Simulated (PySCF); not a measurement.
**Relaxation of quintet PdSe₂**

Computed with UPBE0 in PySCF with Pd def2-TZVP with ECP28, Se def2-TZVP; scalar-relativistic core potentials, no spin–orbit coupling; density-fitted integrals. A (50,194) grid was used.

A hand-made bent start, of C2v symmetry, held to at least that symmetry:

```xyz
3
charge 0 multiplicity 5, angstrom
Pd    0.0000    0.0000   -0.7728
Se    1.8349    0.0000    0.5120
Se   -1.8349    0.0000    0.5120
```

Task: What forces act on the atoms at the start (eV/Å)?

Result: 
```csv
atom,Fx,Fy,Fz
Pd1,0.00,0.00,-0.73
Se2,1.16,0.00,0.36
Se3,-1.16,0.00,0.36
```

Task: What does it relax to?

Result: It ends at C2v with Pd–Se 2.305 Å (×2); Se–Pd–Se 128.6°. A frequency run shows a minimum. Other isomers or separated fragments may lie lower.

Task: How much energy is released, and in how many steps?

Result: 17.8 kJ/mol in 6 steps.

Open d and f shells are described by one determinant, and the ground state may have another occupation or spin.

The relaxation took roughly 16 core-minutes on a shared host.
